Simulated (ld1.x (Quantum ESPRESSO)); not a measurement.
# Co: variants of one ultrasoft potential

Base potential:

```json
{
 "Element": "cobalt",
 "Generator": "ld1.x (Quantum ESPRESSO) 7.5",
 "Type": "ultrasoft",
 "Functional": "PBEsol",
 "Relativity": "scalar-relativistic",
 "Frozen core": "[Ne]",
 "Valence charge": "17",
 "Reference configuration": "3s2 3p6 3d7 4s2 4p0",
 "Partial waves": "3s (bound): rcut 1.05, rcutus 1.15 bohr; 4s (bound): rcut 1.05, rcutus 1.15 bohr; 3p (bound): rcut 1.25, rcutus 1.60 bohr; 4p (bound, empty): rcut 1.25, rcutus 1.60 bohr; 3d (bound): rcut 1.20, rcutus 1.35 bohr; 3d channel at 3.85 Ry: rcut 1.20, rcutus 1.35 bohr",
 "Local potential": "all-electron potential smoothed inside 1.50 bohr (lloc = -1)",
 "Core correction": "a·sin(br)/r model core, default radius (core density twice the valence density)",
 "Augmentation charge": "PSQ, inside the norm-conserving radii"
}
```

Cutoffs, loose and tight: the cutoffs (Ry, on a coarse ladder) from which the occupation-weighted sum of valence levels, in a spherical-Bessel basis at the reference potential, stays within 10 and 1 mRy of its value at 400 Ry. They do not see the model core or the augmentation charge, which bear on the density cutoff. Test errors are all-electron minus pseudo excitation energies from the reference, over the configurations 3s2 3p6 3d7 4s1 4p0; 3s2 3p6 3d7 4s0 4p0; 3s2 3p6 3d6 4s0 4p0; 3s2 3p6 3d7.5 4s1.5 4p0; 3s1 3p6 3d7 4s2 4p0; 3s2 3p6 3d7 4s1 4p1; 3s2 3p6 3d5 4s0 4p0. A dash means not determined; rows that change the core or the reference have their own tests. The largest error is taken over the tests solved by every variant that gives reliable tests at all: 3s2 3p6 3d6 4s0 4p0; 3s2 3p6 3d7 4s0 4p0; 3s2 3p6 3d7 4s1 4p0; 3s2 3p6 3d7.5 4s1.5 4p0.

The default core radius of the base comes out at 0.37 bohr.

| change | outcome | cutoff, loose | cutoff, tight | bound ghosts | largest test error (meV) |
| --- | --- | --- | --- | --- | --- |
| base | generated | 60 Ry | 100 Ry | none | -8.3 |
| core correction a·sin(br)/r model core inside 0.44 bohr | generated | 60 Ry | 100 Ry | none | -7.3 |
| core correction a·sin(br)/r model core inside 0.54 bohr | generated | 60 Ry | 100 Ry | none | -5.9 |
| core correction a·sin(br)/r model core inside 0.74 bohr | generated | 60 Ry | 100 Ry | none | +5.0 |
| core correction a·sin(br)/r model core inside 0.90 bohr | generated | 60 Ry | 100 Ry | none | +6.0 |
| core correction a·sin(br)/r model core inside 1.14 bohr | generated | 60 Ry | 100 Ry | none | +6.1 |
| core correction a·sin(br)/r model core inside 1.34 bohr | generated | 60 Ry | 100 Ry | none | +6.1 |
